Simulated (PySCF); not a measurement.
Structure from NMR data

Molecular formula: C5H6ClFO2. Simulated spectra:

1H NMR (400 MHz, computed): δ 6.73 (m, 1H), 4.68 (m, 1H), 4.47 (m, 1H), 4.03 (s, 3H).

13C{1H} NMR (computed): δ 159.1 (CH), 125.1 (C), 118.5 (C), 84.2 (CH2), 55.8 (CH3).

All values are calculated (PySCF 2.14): NMR shieldings at PBE0/pcSseg-1/GIAO, coordinates at the GFN2-xTB level. One conformer, isolated molecule, relativity neglected, fast rotation and ring inversion assumed for equivalent nuclei.

Chemical shifts δ = σref − σ; 1H (σref 31.72), 13C (σref 186.93) vs TMS, all at this level.

Propose a structure and justify it.

Answers


1. Rings plus π bonds: 2 (1 ring in the answer).
2. 5 carbon signals for 5 carbons: no two carbons are equivalent.
3. Carbon types of the structure: 2 × C, 1 × CH, 1 × CH2, 1 × CH3, which accounts for all hydrogens.
4. δC 159.1: alkene carbon bearing oxygen; an sp2 carbon further deshielded by the attached heteroatom.
5. δC 125.1: allylic fully substituted sp3 carbon bonded to F and O; 2 electronegative neighbours deshield it.
6. δC 118.5: β carbon of an enol-ether or enamine type C=C.
7. δC 84.2: sp3 CH2 bonded to O; the inductive effect lowers its shielding.
8. δC 55.8: methyl carbon bonded to O; the inductive effect lowers its shielding.
9. δH 4.68, 4.47: hydrogen on an sp3 CH2 bonded to O; its carbon carries O, hence the downfield position.
10. δH 4.03: hydrogen on a methyl carbon bonded to O; its carbon carries O, which withdraws density.

The compound is `F[C@@]1(OC)COC=C1Cl`.

The shifts were computed for this structure.

Carbons that carry Cl, above all several Cl atoms, come out too deshielded, partly because spin–orbit coupling is missing. Splittings by 19F in the carbon and heteronuclear signals aren't shown, as no couplings were computed. Shifts are as computed. Against solution values, carbons near 30 ppm lie about +3 ppm off and those near 130 ppm about +5 ppm; carbons on Cl a further +6 ppm. Of 1309 compounds with measured shifts, 239 miss one by over three times the rms of a fit or turn the order of signals round; such compounds aren't used in these exercises. No couplings were computed; multiplicities are counted from neighbouring protons, with m where these are inequivalent, close in shift, in a saturated or five-membered ring or joined by F or P, and br s for small geminal =CH2 splittings.
